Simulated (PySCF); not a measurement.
## Exercise with solution: chemical shift, span and skew from a shielding tensor

MgHF, SMILES [F][MgH]. Atoms are numbered in the order given.

```xyz
3

Mg     0.0000     0.0000     0.6431
H      0.0000     0.0000     2.3323
F      0.0000     0.0000    -1.1166
```
Charge 0, spin multiplicity 1.

The structure is a stationary point at r2SCAN-D4/def2-TZVPD.

GIAO shieldings from KT2/pcSseg-2 run with PySCF, non-relativistic, no solvent. The symmetric part of the tensor of F3 has the principal values 318.5, 318.5, 485.1 ppm. The same nucleus in CFCl3 has σ = 125.1 ppm at this level (PySCF, at its B3LYP-D3(BJ)/def2-TZVP geometry).

Work out the isotropic shielding, the ¹⁹F shift against CFCl3, the span and the skew.


σ(iso) = (σ11 + σ22 + σ33)/3 = 374.0 ppm. δ = σ(ref) − σ(iso) = 125.1 − (374.0) = -248.9 ppm.
Span Ω = σ33 − σ11 = 166.6 ppm. Skew κ = 3(σ(iso) − σ22)/Ω = 1.00, an axial tensor. Tumbling in solution averages the tensor to δ; in a static solid the shielding alone would spread this spin-1/2 line over Ω.
